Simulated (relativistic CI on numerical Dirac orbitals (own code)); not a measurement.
Computed by Dirac-Coulomb-Breit CI, separate exchange-only KLI orbitals for each configuration, a model potential for QED, unscaled Slater integrals (own radial code, finite nucleus).

The strongest absorption lines from the ground level of an ion, among the configurations computed and to levels below about 385 eV (vacuum wavelength in nm, gf): 4.0454 (1.9e-06), 5.0146 (0.19), 5.1076 (0.068), 7.4885 (2.2e-06), 7.8057 (0.00015), 22.794 (1.3), 33.708 (0.051).

**Question.** Which ion is it?
A. Cd¹⁸⁺
B. Cd¹⁶⁺
C. Pd¹⁶⁺
D. Cd²⁰⁺

**Answer.** A. Cd¹⁸⁺ has 30 electrons and the ground level 4s2 1S_0; the strongest line goes to 4s 4p 1P°_1. The pattern of lines fixes the number of electrons, and along that sequence the line energies rise steadily with the charge (about as its square where n changes within one kind of shell, about linearly where n is kept but much faster in heavy ions where fine structure, which grows about as Z⁴, sets the gap, and irregularly where shells cross), which fixes Z. Configurations outside the model, such as inner-shell arrays, can give stronger lines. At this charge energies of transitions that change n are usually good to better than 1 %, and those within a shell (Δn = 0) to a few per cent.

LS names give the leading component of a level, which can be under half, so a name can repeat, a term be missing and a line seem to break the LS rules.
